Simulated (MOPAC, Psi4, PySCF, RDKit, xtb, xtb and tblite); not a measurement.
Two geometries of C₆H₁₄S, SMILES CSCCC(C)C, relaxed at GFN2-xTB with one dihedral held; other torsions can differ between them too.

Structure A

```
21

C      2.3678     2.7711    -0.0964
S      0.9670     2.5429     1.0332
C      0.9598     0.7110     1.0906
C      0.2221     0.2003     2.3176
C     -1.2460     0.6346     2.3880
C     -2.0751     0.0186     1.2641
C     -1.8326     0.2462     3.7433
H      2.4735     3.8392    -0.2536
H      2.1595     2.2756    -1.0410
H      3.2715     2.3704     0.3554
H      2.0040     0.3966     1.1238
H      0.5075     0.3497     0.1668
H      0.7377     0.5703     3.2067
H      0.2793    -0.8921     2.3247
H     -1.2780     1.7254     2.2911
H     -1.7406     0.3679     0.2912
H     -2.0034    -1.0674     1.2890
H     -3.1208     0.2954     1.3760
H     -1.8063    -0.8343     3.8720
H     -1.2683     0.7032     4.5529
H     -2.8662     0.5753     3.8193
```

Structure B

```
21

C      2.3987     2.7886    -0.0810
S      0.9935     2.5427     1.0412
C      0.9401     0.7079     1.0654
C      0.6463     0.1819     2.4613
C     -0.7100     0.6297     3.0165
C     -1.8714    -0.0036     2.2549
C     -0.8036     0.2760     4.4991
H      2.5179     3.8604    -0.1994
H      2.1840     2.3314    -1.0431
H      3.2968     2.3618     0.3576
H      1.9188     0.3650     0.7317
H      0.1860     0.3870     0.3472
H      1.4326     0.5336     3.1332
H      0.6875    -0.9109     2.4368
H     -0.7724     1.7186     2.9101
H     -1.8778     0.3097     1.2145
H     -1.8036    -1.0895     2.2916
H     -2.8178     0.2957     2.6991
H     -0.7262    -0.8009     4.6371
H     -0.0041     0.7534     5.0609
H     -1.7543     0.6066     4.9102
```

Question: Which is lower in energy at the level PBE0-D3(BJ)/def2-SVP // GFN2-xTB in Psi4, and by how much?

Answer: A is lower, by 0.83 kcal/mol (dihedral C1–S2–C3–C4: 160° in A, 140° in B).

E(B) − E(A) in kcal/mol at the other levels, on the same two geometries: GFN2-xTB (xtb and tblite) 0.26; MMFF94 // GFN2-xTB (RDKit) 0.96; PBE0/def2-SVP // GFN2-xTB (Psi4) 0.81; PBE/def2-SVP // GFN2-xTB (Psi4) 0.77; PBE-D3(BJ)/def2-SVP // GFN2-xTB (Psi4) 0.79; UFF // GFN2-xTB (RDKit) 1.31; PM6, restricted, heats of formation // GFN2-xTB (MOPAC) 0.05; PM7, restricted, heats of formation // GFN2-xTB (MOPAC) -0.01; GFN1-xTB // GFN2-xTB (xtb) 0.12; restricted B3LYP/6-31G*, spherical d, density fitting // GFN2-xTB (PySCF) 0.76; restricted M06-2X/6-31G*, spherical d, density fitting // GFN2-xTB (PySCF) 0.93; restricted BP86/6-31G*, spherical d, density fitting // GFN2-xTB (PySCF) 0.72; restricted B3LYP/6-311+G**, spherical d, density fitting // GFN2-xTB (PySCF) 0.71.
